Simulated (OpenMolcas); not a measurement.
Os³⁺.

- Program: OpenMolcas
- Method: CASSCF
- Basis: ANO-R3 [10s7p6d4f3g2h]
- Scalar Hamiltonian: X2C, finite nucleus
- Active space: 5 electrons in 5 orbitals (5d)
- State averaging: 2S+1 = 6 even, 1 root; 2S+1 = 4 even, 24 roots; 2S+1 = 2 even, 75 roots
- Spin-orbit coupling: RASSI with atomic mean-field integrals over the reference wave functions, term energies averaged over their components

Levels without dynamic correlation, in cm⁻¹ above 5d⁵ ⁶S_5/2:

```
            Level      E
5d⁵ ⁴G_7/2 [67 %]  25205
5d⁵ ⁴D_7/2 [70 %]  32200
      5d⁵ ²I_11/2  36602
       5d⁵ ²S_1/2  56907
    5d⁵ ²D_3/2(2)  63002
    5d⁵ ²G_9/2(2)  69569
```

On this reference, MS-CASPT2, IPEA 0.25 Eh, imaginary shift 0.1 Eh (closed shells correlated: 5s 5p) puts 5d⁵ ⁴G_7/2 [67 %] at 20820 cm⁻¹.

**Question.** Estimate the other levels at that method by one scale factor, and say how well it serves.

**Answer.** The factor is 20820 / 25205 = 0.826. Scaled values beside those that MS-CASPT2 gives:
| Level | Scaled | MS-CASPT2 | Miss (%) |
| --- | --- | --- | --- |
| 5d⁵ ⁴D_7/2 [70 %] | 26597 | 26690 | -0.3 |
| 5d⁵ ²I_11/2 | 30233 | 31940 | -5.3 |
| 5d⁵ ²S_1/2 | 47005 | 47390 | -0.8 |
| 5d⁵ ²D_3/2(2) | 52040 | 53320 | -2.4 |
| 5d⁵ ²G_9/2(2) | 57464 | 59650 | -3.7 |
For these levels the scaled values miss MS-CASPT2 by up to 5.3 %, as correlation changes each term by its own factor, spin-orbit parts do not scale and CASPT2 has its own spread within terms. This holds within one configuration; levels of others move differently, and the target method has errors of its own against measurement.

CASPT2 breaks the degeneracy within a term, and the mean is taken; among the terms shown or strongly mixed into the levels shown the widest spread is 360 cm-1 (5d⁵ ⁴G, MS-CASPT2). Without dynamic correlation excited terms often stand tens of per cent too high (terms of higher spin than the ground term too low), and those without a measured partner can miss by more than the paired ones (holds for CASSCF). Blocks of more than 70 roots (2S+1 = 2 even) ran without multistate coupling (holds for MS-CASPT2). Levels of configurations outside the active space are missing.

A share in square brackets marks a mixed level and gives the weight of the term that names it, the lowest over the columns. A number in round brackets counts repeated terms of one configuration in the order of the reference energies.
